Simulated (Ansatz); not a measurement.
Molecule: CTa, charge 0, multiplicity 2. The spin state was set by rule; other spins were not relaxed. SMILES: [C][Ta]
Geometry: optimised at B3LYP-D3(BJ)/def2-TZVP (Ansatz, an electronic-structure program).

Quantity: atomisation energy (electronic, to ground-state atoms), in kcal/mol. Valence correlation only, unless marked. UHF or UKS for open shells. No spin-orbit coupling. The frozen core is the preceding noble-gas configuration, with the filled d and f shells of earlier blocks. In def2 rows, elements after Kr have scalar-relativistic effective core potentials. The coupled-cluster limit lacks core correlation, which all-electron functionals hold. CBS(X,Y): correlation extrapolated as X^-3; Hartree-Fock from the larger set.

```tsv
level	program	atomisation energy (kcal/mol)
BLYP-D4/def2-TZVPD	Ansatz + dftd4	125.3
revPBE-D3(BJ)/def2-TZVPD	Ansatz + dftd3	129.6
revPBE-D4/def2-TZVPD	Ansatz + dftd4	130.1
r2SCAN-D4/def2-TZVPD	Ansatz + dftd4	120.6
B3LYP-D4/def2-TZVPD	Ansatz + dftd4	114.7
r2SCAN0/def2-TZVPD	Ansatz	107.4
HSE06/def2-TZVPD	Ansatz	118.8
wB97X/def2-TZVPD	Ansatz	110.8
B2GP-PLYP/def2-TZVPD	Ansatz	113.7
RPA@PBE/def2-QZVPP	Ansatz	103.9
MP2/CBS(def2-TZVPP,def2-QZVPP)	Ansatz	106.1
RI-MP2/def2-TZVPP	Ansatz	90.1
SCS-MP2/def2-SVP	Ansatz	87.3
SCS-MP2/def2-QZVPP	Ansatz	99.5
CCSD/def2-SVPD	Ansatz	95.6
CCSD/def2-TZVPPD	Ansatz	100.0
CCSD/def2-QZVPPD	Ansatz	102.1
CCSD/CBS(def2-TZVPP,def2-QZVPP)	Ansatz	103.4
CCSD(T)/def2-SVPD	Ansatz	103.5
CCSD(T)/CBS(def2-TZVPP,def2-QZVPP)	Ansatz	113.7
CCSD(T)/CBS(def2-TZVPPD,def2-QZVPPD)	Ansatz	113.7
```

The UHF reference is spin-contaminated (<S^2> 1.25 over the pure value in the largest basis). The T1 diagnostic of CCSD in the largest basis is 0.119, which is high, so the coupled-cluster rows are less sure than usual.
